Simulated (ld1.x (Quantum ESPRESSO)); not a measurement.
strontium TM: all-electron and pseudo phase curves

```json
{
 "Element": "Sr",
 "Generator": "ld1.x (Quantum ESPRESSO) 7.5",
 "Type": "norm-conserving Troullier–Martins (Kleinman–Bylander form)",
 "Functional": "PW91",
 "Relativity": "scalar-relativistic",
 "Frozen core": "[Ar] 3d10",
 "Valence charge": "10",
 "Reference configuration": "4s2 4p6 4d0 5s2 5p0",
 "Partial waves": "4s (bound): rc 2.35 bohr; 4p (bound): rc 1.80 bohr; 4d (bound, empty): rc 2.15 bohr; 4f channel at 0.35 Ry: rc 2.35 bohr",
 "Local potential": "all-electron potential smoothed inside 2.25 bohr (lloc = -1)",
 "Core correction": "none"
}
```

Occupied shells without a wave of their own: 5s. They enter only through the test configuration that unscreens the potential.

The phase is arctan(r·u′/u) with u = r·R(r), unwrapped; energies in Ry, scanned from -5 to 5 Ry. A pole is an energy at which the radial function vanishes at the test radius. The pseudo phase is shifted by a multiple of π to meet the all-electron one at the reference energy, and phase errors are pseudo minus all-electron; the curves can meet again beyond the range given. Levels narrower than the energy grid can be missing from the lists of poles.

Q: For each channel, where are the poles, and over which energies does the pseudopotential scatter like the atom?

A:

| channel | radius (bohr) | reference energy (Ry) | poles, all-electron | poles, pseudo | unbroken range about the reference energy with phases within 0.05 rad | phase error 1 Ry above the reference energy (rad) |
| --- | --- | --- | --- | --- | --- | --- |
| s | 2.54 | -3.01 | -2.81, 4.60 | -2.81, 4.03 | below 0.8 | +0.002 |
| p | 2.54 | -1.68 | -1.28 | -1.28, 4.40 | below 0.7 | -0.005 |
| d | 2.54 | -0.10 | 1.19 | 1.19 | below 3.8 | +0.001 |
| f | 2.54 | 0.35 | 3.63 | 3.76 | below 4.8 | +0.004 |

Phases in the p channel:

| E (Ry) | all-electron | pseudo |
| --- | --- | --- |
| -5.00 | 1.369 | 1.369 |
| -4.74 | 1.361 | 1.361 |
| -4.48 | 1.352 | 1.352 |
| -4.22 | 1.342 | 1.341 |
| -3.96 | 1.329 | 1.329 |
| -3.70 | 1.313 | 1.313 |
| -3.44 | 1.294 | 1.293 |
| -3.18 | 1.268 | 1.267 |
| -2.92 | 1.231 | 1.230 |
| -2.66 | 1.172 | 1.171 |
| -2.40 | 1.061 | 1.058 |
| -2.14 | 0.760 | 0.755 |
| -1.88 | -0.427 | -0.430 |
| -1.62 | -1.307 | -1.307 |
| -1.36 | -1.532 | -1.533 |
| -1.10 | -1.631 | -1.633 |
| -0.84 | -1.691 | -1.694 |
| -0.58 | -1.736 | -1.742 |
| -0.32 | -1.776 | -1.785 |
| -0.06 | -1.816 | -1.829 |
| 0.20 | -1.859 | -1.878 |
| 0.46 | -1.910 | -1.940 |
| 0.72 | -1.974 | -2.024 |
| 0.98 | -2.060 | -2.148 |
| 1.24 | -2.185 | -2.355 |
| 1.50 | -2.382 | -2.725 |
| 1.76 | -2.706 | -3.308 |
| 2.02 | -3.188 | -3.846 |
| 2.28 | -3.679 | -4.163 |
| 2.54 | -4.016 | -4.341 |
| 2.80 | -4.219 | -4.451 |
| 3.06 | -4.346 | -4.525 |
| 3.32 | -4.432 | -4.578 |
| 3.58 | -4.493 | -4.620 |
| 3.84 | -4.539 | -4.654 |
| 4.10 | -4.575 | -4.683 |
| 4.36 | -4.604 | -4.709 |
| 4.62 | -4.628 | -4.733 |
| 4.88 | -4.649 | -4.756 |
